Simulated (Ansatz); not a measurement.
One change: `BN=CF` becomes `B/N=C(/F)S`.

Ansatz, PBE0-D4/def2-TZVP geometries, multiplicity 1. Each molecule was computed in one conformer, which needn't be the lowest.

```json
{"property": "HOMO energy (PBE/def2-TZVPP) / eV", "`BN=CF`": "-7.29"}
{"property": "HOMO–LUMO gap (ωB97M-V/def2-TZVPP) / eV", "`BN=CF`": "12.19"}
{"property": "LUMO energy (PBE/def2-TZVPP) / eV", "`BN=CF`": "-1.63"}
{"property": "LUMO energy (PBE0/def2-TZVPP) / eV", "`BN=CF`": "-0.53"}
{"property": "LUMO energy (ωB97M-V/def2-TZVPP) / eV", "`BN=CF`": "1.35"}
{"property": "size of the dipole moment (B3LYP/def2-TZVPP) / D", "`BN=CF`": "1.55"}
```

**Question.** Give the same properties after the change, and the shifts. (Best estimate.)

**Answer.** Computed: 
```csv
property,`B/N=C(/F)S`,shift
HOMO energy (PBE/def2-TZVPP) / eV,-6.49,0.80
HOMO–LUMO gap (ωB97M-V/def2-TZVPP) / eV,11.07,-1.12
LUMO energy (PBE/def2-TZVPP) / eV,-1.65,-0.02
LUMO energy (PBE0/def2-TZVPP) / eV,-0.67,-0.14
LUMO energy (ωB97M-V/def2-TZVPP) / eV,1.23,-0.12
size of the dipole moment (B3LYP/def2-TZVPP) / D,1.89,0.34
```

With PBE0 the HOMO rises by 0.92 eV and the LUMO falls by 0.14 eV, so the gap narrows by about 1.06 eV. PBE moves the HOMO by 0.80 eV and ωB97M-V by 0.99 eV. The zero-point energy changes by -1.4 kJ/mol with +3 modes. Dipoles are sizes alone; their direction can turn.

B3LYP here is the variant with VWN-RPA as its local correlation; programs differ in this.
